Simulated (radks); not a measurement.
Question: The table gives one normalised radial function P(r) = r R(r) of Ti1.75+ in [Ar] 4s(up 0.5, down 0.5) 3d(up 1, down 0.25) (r in bohr). All-electron calculation, non-relativistic Kohn-Sham, r2SCAN, spin-polarised, spherical densities, point nucleus; meta-GGA in the generalised Kohn-Sham scheme. Program: a radial shooting solver on a logarithmic mesh with Libxc functionals.

r	P
0.005052	0.0000
0.007537	0.0000
0.01115	0.0001
0.01664	0.0003
0.02482	0.0009
0.03674	0.0026
0.05481	0.0077
0.08176	0.0214
0.121	0.0547
0.1805	0.1290
0.2672	0.2650
0.3986	0.4728
0.5946	0.7043
0.8799	0.8394
1.313	0.7651
1.958	0.5142
2.898	0.2480
4.324	0.0742
6.399	0.0101
9.546	0.0004

Which n and l does it have? It may be an empty orbital.

Answer: n = 3, l = 2: the number of nodes gives n - l - 1 = 0, the rise at small r (about r^(l+1)) gives l, and the extent must fit the shell. The curve is that of 3d down; the table hardly tells the two spins apart. 3d down: eigenvalue -20.519 eV, 0 radial nodes, <r> = 1.36 bohr, 90 % of the charge inside 2.29 bohr.
